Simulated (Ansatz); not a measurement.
CH3NOSi can be A, `N#CO[SiH3]`, or B, `O=C1N[SiH2]1`.

Isolated molecules relaxed with PBE0-D4/def2-TZVP in Ansatz; ΔE leaves out vibrations. CCSD(T)/CBS is the MP2 limit (def2-TZVPP, def2-QZVPP) plus CCSD(T) − MP2 in def2-TZVPP, frozen cores. Functionals use def2-TZVPP.

A:

```xyz
7

N     2.149   -1.134   -1.251
C     1.065   -0.956   -0.897
O    -0.144   -0.784   -0.521
Si   -0.660    0.486    0.481
H    -2.106    0.237    0.626
H     0.065    0.386    1.766
H    -0.371    1.764   -0.204
```

B:

Z-matrix (Å, degrees):
```
Si
C 1 1.871
N 1 1.741 2 43.9
H 1 1.483 2 124.3 3 -94.9
H 1 1.484 2 124.3 3 94.9
O 2 1.195 1 159.9 3 -180.0
H 3 1.012 1 156.5 2 -180.0
```

(1) Which is lower in electronic energy at CCSD(T)/CBS, and by how much? (Estimate.)

(2) Give E(B) − E(A) in kJ/mol with CCSD(T)/def2-SVP, LDA (SPW92), CCSD(T)/def2-TZVPP, B2PLYP, BLYP-D4, r2SCAN-D4, ωB97M-V. (Best estimate.)

(3) Does the order hold for the free energy at 298.15 K (harmonic terms from PBE0-D4)? (An estimate is asked.)

Largest T1 diagnostic: 0.018.

## Answers

(1) The calculation gave: A, by 74.9 kJ/mol.

(2) Computed: CCSD(T)/def2-SVP 80.4, LDA (SPW92) 4.1, CCSD(T)/def2-TZVPP 81.8, B2PLYP 75.6, BLYP-D4 58.2, r2SCAN-D4 43.7, ωB97M-V 62.9. None reverses the order clearly.

(3) The calculation gave: Yes: G(B) − G(A) = +84.7 kJ/mol.

At CCSD(T), def2-SVP lies +5.4 kJ/mol from the extrapolated value and def2-TZVPP +6.9 kJ/mol. From r2SCAN to r2SCAN0 (25 % exact exchange), in def2-TZVPP and without D4, E(B) − E(A) moves by +7.1 kJ/mol.
